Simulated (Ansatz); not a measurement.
System: TlCl, net charge 0, singlet state. 
Structure (B3LYP-D3(BJ)/def2-TZVP (Ansatz, a program for electronic structure) minimum search):
```xyz
2

Tl     0.0000     0.0000    -0.4393
Cl     0.0000     0.0000     2.0929
```
Charge 0, spin multiplicity 1.

Computed values are from Ansatz. Correlated levels leave the core frozen unless marked. UHF or UKS for open shells. Spin-orbit coupling is left out. Frozen are the shells of the preceding noble gas and the d and f shells that filled before the atom's block. In def2 rows, elements after Kr have scalar-relativistic effective core potentials. CBS(X,Y): correlation extrapolated as X^-3; Hartree-Fock from the larger set.

What is the T1 diagnostic at CCSD/def2-QZVPPD?

0.010.

What is the atomisation energy De at CCSD(T)/CBS(def2-TZVPPD,def2-QZVPPD)?

102.3 kcal/mol.

What is the dipole moment at CCSD(T)/def2-SVPD?

4.88 D.

What is the total energy at CCSD(T)/CBS(def2-TZVPPD,def2-QZVPPD)?

-631.4241 Eh.

What is the vertical ionisation energy (to the doublet) at CCSD(T)/CBS(def2-TZVPPD,def2-QZVPPD)?

9.69 eV.
